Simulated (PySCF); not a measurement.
## Computed vibrations of [Ce(OH)3(NH3)]+

[Ce(OH)3(NH3)]+ (singlet). PySCF 2.14.0, RKS PBE0, Ce lcecp-2-SVP with ECP46, O def2-SVP, H def2-SVP, N def2-SVP; non-relativistic Hamiltonian with scalar-relativistic core potentials where named; density fitting; no spin-orbit coupling. Central differences of gradients.

```xyz
11

Ce    0.0411   -0.0431    0.0442
O     1.1862    1.2234    1.1344
H     1.7978    1.6674    1.7324
O    -1.2783   -1.0860    1.1735
H    -1.7509   -1.6603    1.7864
O     1.1268   -1.2227   -1.1941
H     1.7146   -1.8548   -1.6227
N    -1.3734    1.4406   -1.4782
H    -1.9952    2.0776   -0.9684
H    -0.8181    2.0456   -2.0931
H    -1.9891    0.9142   -2.1077
```

Run from Python with OMP_NUM_THREADS=2. Where DIIS fails, smearing, a level shift and second-order steps follow.
It took 2.2 min on 2 threads of Arm Neoverse V2, with other jobs on the host.

(1) What are the harmonic wavenumbers and infrared intensities?

(2) Is this a minimum?

Results:

(1) Modes are labelled in C3; negative numbers are unstable modes, those under 60 cm⁻¹ near the noise; a finer grid moves soft modes by up to 10 cm⁻¹.
```csv
cm⁻¹,km/mol,symmetry
16,0.0,a
82,2.0,e
82,2.0,e
103,3.2,a
140,0.4,e
140,0.4,e
328,1.0,a
342,0.0,a
430,345.0,e
430,345.0,e
497,6.1,e
497,6.1,e
536,464.2,a
582,27.3,e
582,27.3,e
690,268.6,e
690,268.6,e
720,57.4,a
1308,141.2,a
1634,32.2,e
1634,32.2,e
3460,73.7,a
3563,77.8,e
3563,77.8,e
3924,516.1,e
3924,516.1,e
3932,183.6,a
```

(2) Yes, within the noise of the softest modes. Ideal gas at 298.15 K and 1 bar: S = 415.6 J/(mol K), Cp = 143.1 J/(mol K), H − H(0 K) = 28.7 kJ/mol (rigid rotor, harmonic modes, spin degeneracy alone; the modes under 60 cm⁻¹ make these uncertain).
